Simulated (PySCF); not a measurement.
**How methods differ on the interval between two levels of Bi⁺**

Bi⁺ [Xe] 4f14 5d10 6s2 6p2 [3P2, M_J = 2] → Bi⁺ [Xe] 4f14 5d10 6s1 6p3 [5S2, M_J = 2], as a difference of total energies. Computed with PySCF 2.14 in x2c-SVPall-2c with one added diffuse shell each of s, p type (8s12p7d2f, 93 functions), with the two-component X2C-1e Hamiltonian. Correlated levels: [Kr] 4d10 4f14 frozen; the 22 highest virtual spinors dropped. "Screened" scales the spin-orbit matrix elements by Boettger's factors to mimic the two-electron term; Breit and QED terms are absent.

```json
{"method": "GHF (spin-free)", "interval between two levels (cm⁻¹)": "50879"}
{"method": "GMP2 (spin-free)", "interval between two levels (cm⁻¹)": "64321"}
{"method": "GHF (screened spin-orbit)", "interval between two levels (cm⁻¹)": "47443"}
{"method": "GMP2 (screened spin-orbit)", "interval between two levels (cm⁻¹)": "59818"}
```

The labels give the starting determinants; with spin-orbit coupling the two ends relaxed to ⟨J²⟩ = 6.01, ⟨L²⟩ = 3.94, ⟨S²⟩ = 1.37 and ⟨J²⟩ = 6.01, ⟨L²⟩ = 0.42, ⟨S²⟩ = 5.80.
